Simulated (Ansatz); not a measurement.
Calculated with Ansatz (gas phase, PBE0-D4/def2-TZVP geometries, no zero-point term in ΔE). CCSD(T)/CBS adds triple-zeta CCSD(T) − MP2 to the extrapolated MP2 energy (def2 sets, frozen cores). This one scheme is used for every species, atoms too. No spin–orbit coupling; open shells (•) take unrestricted orbitals. Spin–orbit coupling would lower the free atoms: a little for Cl. Bonds to Ge are less sure, by a few kJ/mol each and by 10 to 20 or more in all where they break to atoms, as the def2 sets lack core-valence functions. Scalar relativity is left out up to krypton.

Consider the hydrogen abstraction from a Ge–H bond: `N#[C][GeH]([F])[Cl]` + Cl• → `N#[C][Ge]([F])[Cl]`• + HCl.

```
              species  MP2/def2-SVP energy (Eh)
`N#[C][GeH]([F])[Cl]`               -2727.52796
                  Cl•                -459.42824
`N#[C][Ge]([F])[Cl]`•               -2726.89165
                  HCl                -460.08324
```

(1) Work out ΔE.

Largest T1 diagnostic among the species: 0.015.

## Answers

(1) ΔE = (-2726.89165) + (-460.08324) − (-2727.52796) − (-459.42824) = -0.01869 Eh = -0.51 eV. CCSD(T)/CBS gives -0.68 eV.

From PBE to PBE0 (25 % exact exchange), in def2-TZVPP and without D4, ΔE moves by +0.19 eV. In def2-TZVPP, CCSD(T) changes the Hartree–Fock value by −0.39 eV (the triples alone add −0.07 eV) and MP2 by −0.50 eV.
